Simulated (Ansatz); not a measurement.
Ideal-gas functions of Cl₂GeH₄OSi, SMILES `Cl[SiH](Cl)[O][GeH3]` at 400 K and 1 bar, from an Ansatz frequency run at PBE0-D4/def2-TZVP.

Molar mass 191.63 g/mol, point group C1 (symmetry number 1), electronic degeneracy 1, moments of inertia 240.399, 572.669, 723.547 u Å². Harmonic wavenumbers (cm⁻¹, unscaled): 24, 30, 66, 182, 255, 329, 467, 567, 578, 642, 648, 806, 826, 859, 870, 874, 1075, 2178, 2188, 2196, 2309.

Use S(trans) = R[1.5 ln M + 2.5 ln T − 1.1517]; rotational temperatures θ = 24.2544 K / I; S(rot) = R[ln(√π/σ · √(T³/θAθBθC)) + 1.5]; for each mode x = 1.438777 ν̃/T, S = R[x/(eˣ − 1) − ln(1 − e⁻ˣ)] and H = RT x/(eˣ − 1); 1 cm⁻¹ = 0.0119627 kJ/mol; R = 8.31446 J/(mol·K).

Q: By hand: the entropy, in J/(mol·K).

A: Translation 180.5. Rotation: θ = 0.1009, 0.0424, 0.0335 K, giving 128.7. Vibration, mode by mode: 28.68, 26.83, 20.29, 11.98, 9.32, 7.38, 4.92, 3.69, 3.58, 2.99, 2.94, 1.88, 1.77, 1.61, 1.56, 1.54, 0.86, 0.03, 0.03, 0.03, 0.02, in all 131.9. Electronic 0.0. Sum 441.1 J/(mol·K).

Q: By hand: H − E and G − E in kJ/mol, counted from the electronic energy.

A: Zero-point energy ½ × 17969 × 0.0119627 = 107.5; thermal vibration 23.2; translation, rotation and pV give 4 RT = 13.3. H − E = 144.0 kJ/mol, and G − E = 144.0 − 400 × 441.1/1000 = -32.4 kJ/mol.

Vibration gives 30 % of the entropy, 75.8 J/(mol·K) of it from the modes under 150 cm⁻¹: soft modes count most, and the harmonic formula is weakest for them. The sum counts one conformer and one mirror image; others add a mixing term.
